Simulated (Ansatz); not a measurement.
Molecule: C$_{5}$H$_{7}$Ge, charge -1, multiplicity 1. It need not be the lowest isomer of its formula. Whether it binds its extra electron was not tested at this geometry. 
Coordinates optimised at B3LYP-D3(BJ)/def2-TZVP (Ansatz, an electronic-structure program):
```xyz
13

Ge     1.6716    -0.0692    -0.2933
C     -0.3510    -0.0396     0.0121
C     -1.2669    -0.8706    -0.5422
C     -2.6206    -0.5423    -0.0883
C     -2.5698     0.5057     0.7560
C     -1.1277     0.9170     0.8939
H      2.0054    -0.2062     1.2905
H      1.8054     1.5491    -0.2255
H     -1.0385    -1.6745    -1.2326
H     -3.5216    -1.0651    -0.3921
H     -3.4085     0.9811     1.2485
H     -0.7680     0.8569     1.9274
H     -0.9512     1.9529     0.5813
```
Charge -1, spin multiplicity 1.

Total electronic energies in hartree. Valence correlation only, unless marked. No spin-orbit coupling. The frozen core is the preceding noble-gas configuration, with the filled d and f shells of earlier blocks. Non-relativistic. CBS(X,Y): correlation extrapolated as X^-3; Hartree-Fock from the larger set. [CCSD(T)-MP2]/basis is that difference in the basis named.

The Hartree-Fock reference is unstable (checked in the largest basis), which strains HF and MP2. 

```json
[
 {"level": "HF/cc-pVTZ", "program": "Ansatz", "energy (Eh)": "-2268.82628"},
 {"level": "RI-HF/aug-cc-pVTZ", "program": "Ansatz", "energy (Eh)": "-2268.83038"},
 {"level": "BLYP-D4/def2-TZVPD", "program": "Ansatz + dftd4", "energy (Eh)": "-2271.78150"},
 {"level": "BLYP/def2-TZVPD", "program": "Ansatz", "energy (Eh)": "-2271.74996"},
 {"level": "r2SCAN-D4/def2-TZVPD", "program": "Ansatz + dftd4", "energy (Eh)": "-2271.66481"},
 {"level": "B3LYP-D4/def2-TZVPD", "program": "Ansatz + dftd4", "energy (Eh)": "-2271.86698"},
 {"level": "B3LYP/def2-TZVPD", "program": "Ansatz", "energy (Eh)": "-2271.84400"},
 {"level": "HSE06-D3(BJ)/def2-TZVPD", "program": "Ansatz + dftd3", "energy (Eh)": "-2271.28527"},
 {"level": "HSE06/def2-TZVPD", "program": "Ansatz", "energy (Eh)": "-2271.27660"},
 {"level": "CAM-B3LYP-D3(BJ)/def2-TZVPD", "program": "Ansatz + dftd3", "energy (Eh)": "-2271.80421"},
 {"level": "wB97M-V/def2-TZVPD", "program": "Ansatz", "energy (Eh)": "-2271.58226"},
 {"level": "B2GP-PLYP-D3(BJ)/def2-TZVPD", "program": "Ansatz + dftd3", "energy (Eh)": "-2271.00813"},
 {"level": "B2GP-PLYP-D4/def2-TZVPD", "program": "Ansatz + dftd4", "energy (Eh)": "-2271.00567"},
 {"level": "B2PLYP-D4/def2-TZVPD", "program": "Ansatz + dftd4", "energy (Eh)": "-2271.20007"},
 {"level": "MP2/STO-3G", "program": "Ansatz", "energy (Eh)": "-2242.95192"},
 {"level": "RI-MP2/aug-cc-pVTZ", "program": "Ansatz", "energy (Eh)": "-2269.78263"},
 {"level": "RI-MP2/CBS(aug-cc-pVTZ,aug-cc-pVQZ)", "program": "Ansatz", "energy (Eh)": "-2269.8833"},
 {"level": "SCS-MP2/aug-cc-pVDZ", "program": "Ansatz", "energy (Eh)": "-2269.50752"},
 {"level": "CCSD/cc-pVTZ", "program": "Ansatz", "energy (Eh)": "-2269.80479"},
 {"level": "CCSD(T)/6-31G*", "program": "Ansatz", "energy (Eh)": "-2269.23945"},
 {"level": "CCSD(T)/cc-pVQZ", "program": "Ansatz", "energy (Eh)": "-2269.92327"},
 {"level": "RI-MP2/CBS(aug-cc-pVTZ,aug-cc-pVQZ)+[CCSD(T)-MP2]/aug-cc-pVDZ", "program": "Ansatz", "energy (Eh)": "-2269.9777"},
 {"level": "RI-MP2/CBS(aug-cc-pVTZ,aug-cc-pVQZ)+[CCSD(T)-MP2]/aug-cc-pVTZ", "program": "Ansatz", "energy (Eh)": "-2269.9761"}
]
```

Totals of different functionals don't rank their quality; only differences between species are comparable.
